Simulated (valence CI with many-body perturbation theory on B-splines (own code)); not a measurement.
The numbers below are computed, except where a source is named.
# Er⁵³⁺: what the settings do

Method: valence CI with perturbative core correlation (CI+MBPT): five valence electrons over a frozen Dirac-Fock core [Ne], a basis of 6 s, 6 p, 5 d, 3 f, 1 g functions for each j, with the one-electron correlation potential Σ1, the two-electron term Σ2, the three-electron term Σ3, Breit, model QED; selected CI, second order for the rest, scaled by the run's own slope (own B-spline code, finite nucleus).

The last digits are not significant, and no measured levels were compared; by estimate large intervals hold to a few tenths of a per cent, small ones and those within an open d or f shell to about a per cent. Among the levels kept, up to 680 cm⁻¹ of a level comes from second order outside the variational space, and about a tenth of that is noise between levels of different J, which matters for small intervals.

The reference run has the lowest level (3s^2 3p1/2^2 3p3/2) J=3/2 and an ionisation energy of 4980.21 eV. Its largest variational space holds 10000 state functions.

Levels are named by their leading jj configuration (3d3/2^4 stands for four electrons in 3d with j = 3/2), which in mixed levels can hold well under half, so a name can repeat and another be missing. Letters in brackets count levels of one name in rising energy.

Changed runs:
A. core polarisation of operators on → off
B. logarithmic knot step 0.27 → 0.33
C. highest l in the core sums 6 → 4; orbitals per symmetry with explicit Σ2 and valence Breit (the others get mean screening factors) 5 → 7
D. logarithmic knot step 0.27 → 1.1 (bad on purpose)

Excitation energies of the reference run in cm⁻¹, and shifts in cm⁻¹:

```tsv
Level	Reference	A	B	C	D
(3s^2 3p1/2^2 3d3/2) J=3/2	1660580	0	+1.4	-241	+64
(3s^2 3p1/2 3p3/2^2) J=3/2	1813440	0	-2.2	+16	+531
(3s^2 3p1/2 3p3/2^2) J=5/2	1900500	0	-2.1	+17	+520
(3s^2 3p1/2 3p3/2^2) J=1/2	2011140	0	-2.1	+3.8	+508
(3s^2 3p1/2^2 3d5/2) J=5/2	2189500	0	+0.8	-225	+38
(3s 3p1/2^2 3p3/2^2) J=5/2	3045680	0	-3.8	-52	-1791
(3s 3p1/2^2 3p3/2^2) J=3/2	3265150	0	-3.0	-96	-1271
(3s 3p1/2^2 3p3/2^2) J=1/2	3272230	0	-3.5	-77	-1657
(3s^2 3p1/2 3p3/2 3d3/2) J=5/2 [a]	3458230	0	-0.9	-222	+587
(3s^2 3p1/2 3p3/2 3d3/2) J=3/2 [a]	3479980	0	-1.1	-213	+430
(3s^2 3p1/2 3p3/2 3d3/2) J=1/2 [a]	3480300	0	-0.9	-227	+587
(3s^2 3p1/2 3p3/2 3d3/2) J=7/2	3547600	0	-0.9	-219	+590
Ionisation energy (eV)	4980.21	0	-0.00026	+0.015	-0.002
```

No effect on these energies: A.
